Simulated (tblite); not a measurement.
Compound: C₇H₁₁PS.
Cartesian coordinates in Å at the GFN2-xTB level; atoms count from 1:
```xyz
20
C7H11PS angstrom
C     -2.951    0.024   -1.335
C     -2.321    0.136   -0.170
C     -0.932   -0.201    0.067
C     -0.364   -0.163    1.278
C      1.068   -0.565    1.388
P      1.674   -0.465   -0.361
C      2.069    1.312   -0.595
S      3.048   -1.701   -0.942
C     -0.032   -0.639   -1.057
H     -2.464   -0.338   -2.224
H     -3.990    0.287   -1.436
H     -2.858    0.495    0.699
H     -0.904    0.123    2.168
H      1.172   -1.600    1.732
H      1.646    0.070    2.064
H      2.261    1.483   -1.654
H      1.251    1.943   -0.254
H      2.978    1.537   -0.036
H     -0.201   -1.689   -1.318
H     -0.155   -0.039   -1.960
```

Computed with GFN2-xTB (tblite): harmonic, unscaled wavenumbers at the GFN2-xTB geometry, gas phase. The method is semi-empirical: single wavenumbers can be off by several per cent or more. One conformer, not necessarily the lowest.

Harmonic wavenumbers (cm⁻¹): 54.3, 94.1, 134.7, 168.4, 185.5, 202.2, 227.6, 247.1, 262.4, 363.2, 399.6, 477.1, 559.4, 627.0, 662.3, 733.4, 748.9, 749.9, 768.4, 788.0, 830.2, 850.3, 874.5, 885.1, 891.4, 1004.0, 1008.2, 1029.0, 1054.9, 1066.6, 1148.2, 1185.2, 1207.1, 1295.1, 1300.8, 1309.7, 1405.8, 1410.5, 1416.2, 1422.2, 1429.2, 1654.0, 1666.2, 2911.7, 2931.2, 2952.1, 2959.8, 2995.3, 2998.4, 3010.4, 3054.5, 3087.1, 3111.2, 3136.6.

A = 2330, B = 701.7, C = 659.0 MHz; mass 158.032 u (most abundant isotopes); point group C1, symmetry number 1.

Question: What is the zero-point energy?

Answer: ½Σν̃ = 34473 cm⁻¹ = 412.39 kJ/mol.

Question: What is S at 273.15 K and 1 bar for an ideal gas of classical rigid rotors and harmonic oscillators?

Answer: Translation 170.18, rotation 124.76, vibration 113.94: S = 408.9 J/(mol K).

Question: And Cp and H(273.15 K) − H(0)?

Answer: Cp = 162.63 J/(mol K), of which vibrations give 129.37 (their classical limit is 54 R = 449.0); H(273.15 K) − H(0) = 26.41 kJ/mol without the zero-point energy, 17.32 from vibrations.

Question: What must be added to the electronic energy to get the Gibbs energy at 273.15 K and 1 bar?

Answer: ZPE + [H(273.15 K) − H(0)] − T·S = 412.39 + 26.41 − 111.68 = 327.12 kJ/mol.

Question: Which modes carry the vibrational entropy at 273.15 K?

Answer: 54.3 cm⁻¹: 18.75; 94.1 cm⁻¹: 14.23; 134.7 cm⁻¹: 11.34; 168.4 cm⁻¹: 9.58; 185.5 cm⁻¹: 8.83; 202.2 cm⁻¹: 8.17 J/(mol K); the other 48 give 43.03 together.

Hindered rotation and anharmonicity are outside this model. Other conformers, if any are populated, would add a mixing term that is left out. The structure is chiral; the term R ln 2 for an equal mix with its mirror image is left out.
